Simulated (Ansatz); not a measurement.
Relaxation of CH₄AlClO (8 atoms, charge 0, multiplicity 1), to a largest force component of 0.015 eV/Å in at most 40 steps.

All numbers below come from Ansatz 0.2.0, RKS PBE-D4/6-31G*.

```xyz
8
Properties=species:S:1:pos:R:3
O -0.078 1.716 -1.252
Al -0.063 0.821 0.311
C 0.406 -1.102 0.286
Cl -0.646 -1.995 -0.705
H -1.054 1.634 -1.600
H -0.414 1.565 1.688
H 1.486 -1.217 -0.115
H 0.456 -1.480 1.330
```

Question: Where does it end, and by what steps?

Answer: The run converged. After 12 steps the energy has fallen by 0.649 eV; H5 moved furthest, 1.07 Å. Joined: Al2–Cl4.

```json
{"step": "0", "energy less start (eV)": "0.0000", "largest force component (eV/Å)": "3.269", "accepted": "yes"}
{"step": "1", "energy less start (eV)": "-0.2473", "largest force component (eV/Å)": "1.776", "accepted": "yes"}
{"step": "2", "energy less start (eV)": "-0.4058", "largest force component (eV/Å)": "0.386", "accepted": "yes"}
{"step": "3", "energy less start (eV)": "-0.4407", "largest force component (eV/Å)": "0.349", "accepted": "yes"}
{"step": "4", "energy less start (eV)": "-0.4745", "largest force component (eV/Å)": "0.427", "accepted": "yes"}
{"step": "5", "energy less start (eV)": "-0.4895", "largest force component (eV/Å)": "1.347", "accepted": "yes"}
{"step": "6", "energy less start (eV)": "-0.5751", "largest force component (eV/Å)": "0.301", "accepted": "yes"}
{"step": "7", "energy less start (eV)": "-0.6231", "largest force component (eV/Å)": "0.270", "accepted": "yes"}
{"step": "8", "energy less start (eV)": "-0.6429", "largest force component (eV/Å)": "0.126", "accepted": "yes"}
{"step": "9", "energy less start (eV)": "-0.6462", "largest force component (eV/Å)": "0.121", "accepted": "yes"}
{"step": "10", "energy less start (eV)": "-0.6239", "largest force component (eV/Å)": "1.150", "accepted": "no"}
{"step": "11", "energy less start (eV)": "-0.6492", "largest force component (eV/Å)": "0.048", "accepted": "yes"}
{"step": "12", "energy less start (eV)": "-0.6495", "largest force component (eV/Å)": "0.007", "accepted": "yes"}
```

```xyz
8
Properties=species:S:1:pos:R:3
O -0.419 1.808 -1.033
Al -0.284 0.772 0.344
C 0.607 -0.989 0.249
Cl -1.082 -1.762 0.037
H -0.023 1.540 -1.881
H -0.938 1.296 1.693
H 1.199 -1.292 -0.627
H 1.033 -1.431 1.162
```

The run took 30 s on 1 thread of Intel(R) Xeon(R) Processor @ 2.70GHz, with other jobs on the host, peak memory 0.15 GiB.
